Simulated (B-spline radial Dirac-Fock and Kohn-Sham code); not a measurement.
Calculated with a radial atomic solver, using ΔSCF Dirac-Fock with Breit, self-energy and vacuum polarisation, finite nucleus, configuration average. K edges are those of the screened (neutral excited atom) model, which lie within a few eV to tens of eV of tabulated edges.

An X-ray tube with a cesium target emits Kα1 at 30969.9 eV and Kβ1 at 34980.8 eV. K edges of lighter neighbours: Sn 29199.7 eV, Sb 30489.9 eV, Te 31811.5 eV, I 33164.9 eV, Xe 34560.0 eV.

Q: Which of these can serve as a Kβ filter, and which fluoresce under Kα1?

A: A Kβ filter needs its edge between the two lines: Te, I, Xe. Kα1 lies above the K edges of Sn, Sb, which therefore fluoresce.
